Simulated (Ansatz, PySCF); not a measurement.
Isomers of H10Si4: 1 is [SiH3][SiH]([SiH3])[SiH3], 2 is [SiH3][SiH2][SiH2][SiH3]; one conformer of each (the lowest of an xTB search), B3LYP-D3(BJ)/def2-TZVP minima.
Isomer 1 (charge 0, multiplicity 1):
```csv
atom,x (Å),y (Å),z (Å)
Si,-1.2072,1.8363,0.2808
Si,0.0478,0.0954,-0.6607
Si,2.1978,0.0750,0.2714
Si,-1.0122,-1.9545,-0.2530
H,-0.5564,3.1471,0.0387
H,-1.3134,1.6249,1.7451
H,-2.5751,1.8704,-0.2920
H,0.1545,0.3080,-2.1298
H,2.0926,-0.1388,1.7355
H,2.8899,1.3647,0.0307
H,3.0141,-1.0194,-0.3084
H,-1.1192,-2.1660,1.2113
H,-2.3774,-1.9673,-0.8330
H,-0.2360,-3.0756,-0.8366
```
Isomer 2 (charge 0, multiplicity 1):
| atom | x (Å) | y (Å) | z (Å) |
|---|---|---|---|
| Si | 2.8222 | -0.9350 | -0.0541 |
| Si | 0.4880 | -1.0407 | 0.1284 |
| Si | -0.4873 | 1.0432 | -0.3215 |
| Si | -2.8228 | 0.9332 | -0.1607 |
| H | 3.1958 | -0.5177 | -1.4275 |
| H | 3.4513 | -2.2477 | 0.2324 |
| H | 3.3520 | 0.0659 | 0.9038 |
| H | 0.1076 | -1.4701 | 1.4992 |
| H | -0.0462 | -2.0446 | -0.8283 |
| H | 0.0378 | 2.0446 | 0.6427 |
| H | -0.0964 | 1.4775 | -1.6878 |
| H | -3.4512 | 2.2448 | -0.4533 |
| H | -3.3414 | -0.0684 | -1.1240 |
| H | -3.2094 | 0.5151 | 1.2089 |

No zero-point or thermal terms.

Cores are frozen in the correlated methods. Rows in 6-31G* carry no dispersion term and start afresh at each structure (6-31G* with six Cartesian d functions).

Codes used: Ansatz (Gaussian basis) for Hartree–Fock, density functionals and correlated methods; PySCF for 6-31G* rows, the dispersion terms. Each number belongs to the level named beside it.

```json
[
 {"level": "HF/cc-pV(T+d)Z", "electronic energy of isomer 2 less that of isomer 1 (kcal/mol)": "0.56"},
 {"level": "SVWN5/def2-TZVPP", "electronic energy of isomer 2 less that of isomer 1 (kcal/mol)": "0.91"},
 {"level": "BLYP/def2-TZVPP", "electronic energy of isomer 2 less that of isomer 1 (kcal/mol)": "0.44"},
 {"level": "BP86/6-31G*", "electronic energy of isomer 2 less that of isomer 1 (kcal/mol)": "0.62"},
 {"level": "PBE0/def2-TZVPP", "electronic energy of isomer 2 less that of isomer 1 (kcal/mol)": "0.87"},
 {"level": "PBE0-D3(BJ)/def2-TZVPP", "electronic energy of isomer 2 less that of isomer 1 (kcal/mol)": "1.31"},
 {"level": "PBE0-D4/def2-TZVPP", "electronic energy of isomer 2 less that of isomer 1 (kcal/mol)": "1.30"},
 {"level": "B2PLYP/def2-TZVPP", "electronic energy of isomer 2 less that of isomer 1 (kcal/mol)": "0.97"},
 {"level": "B2PLYP-D3(BJ)/def2-TZVPP", "electronic energy of isomer 2 less that of isomer 1 (kcal/mol)": "[?]"}
]
```

Q: Complete the blanks.

A: 
- B2PLYP-D3(BJ)/def2-TZVPP, electronic energy of isomer 2 less that of isomer 1 (kcal/mol): 1.43

Ansatz is a first-principles code.
